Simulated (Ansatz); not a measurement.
C$_{3}$H$_{11}$BO$_{2}$Si (SMILES C[Si](C)(C)OBO), singlet, at a GFN2-xTB geometry, with bond 12-7 at 1.8 times its length; CASSCF(2,4)/STO-3G (Ansatz, a program for electronic structure).

Input for Ansatz:
Ansatz 0.2 input:
```yaml
crystal:
  periodic: [false, false, false]
  atoms:
    - {symbol: B, position_ang: [-1.37983536, 1.65900024, 0.48705824]}
    - {symbol: H, position_ang: [-2.46010678, 1.85804768, 0.89777399]}
    - {symbol: O, position_ang: [-0.63750069, 2.73315278, 0.17342390]}
    - {symbol: H, position_ang: [0.23942302, 2.53302195, -0.15974763]}
    - {symbol: O, position_ang: [-0.94536066, 0.39974815, 0.35211909]}
    - {symbol: Si, position_ang: [0.23373793, -0.64110616, -0.07313932]}
    - {symbol: C, position_ang: [0.71447820, -1.59103967, 1.50512811]}
    - {symbol: C, position_ang: [-0.51309542, -1.78482594, -1.39866250]}
    - {symbol: C, position_ang: [1.76754371, 0.26283809, -0.78088881]}
    - {symbol: H, position_ang: [1.44608491, -2.36353888, 1.29087014]}
    - {symbol: H, position_ang: [-0.15136180, -2.07251805, 1.94987748]}
    - {symbol: H, position_ang: [1.48336993, -0.40729465, 2.85869614]}
    - {symbol: H, position_ang: [-1.41474690, -2.26834099, -1.03464666]}
    - {symbol: H, position_ang: [0.18633701, -2.56463974, -1.68259742]}
    - {symbol: H, position_ang: [-0.77910071, -1.23824473, -2.29908413]}
    - {symbol: H, position_ang: [2.21903169, 0.92582160, -0.04598650]}
    - {symbol: H, position_ang: [1.51342166, 0.85936251, -1.65433893]}
    - {symbol: H, position_ang: [2.53555519, -0.44012523, -1.08837598]}
basis:
  gaussian:
    orbitals: STO-3G
hamiltonian:
  xc: hf
magnetization: {spin_polarized: false}
correlation: {active_space: {window: {electrons: 2, orbitals: 4}}}
```

**Question.** Predict the main parts of the log of this Ansatz run.

**Answer.** 
```
Functional definition: HF
677 factors; integrals over basis functions are off by at most 4.6e-5 eV
mean field evaluation 1: about -15677.6802 eV, gradient 2.8e1 eV
mean field evaluation 2: about -15677.8845 eV, gradient 2.8e1 eV
mean field evaluation 4: about -15680.8772 eV, gradient 2.5e0 eV
mean field evaluation 8: about -15680.9030 eV, gradient 4.9e-2 eV
mean field -15680.90298381 eV, -576.2625557573 hartree, gradient 2.8e-6 eV, S^2 0.000000; 0 other end points of the search recorded, 0 dependent functions left out
reference -15680.90298381 eV, -576.2625557573 hartree; 32, 32 occupied and 18, 18 virtual orbitals, 677 factors
state -15683.24799097 eV, -576.3487331807 hartree
Total energy: -15683.24799097 eV, -576.3487331807 hartree
```
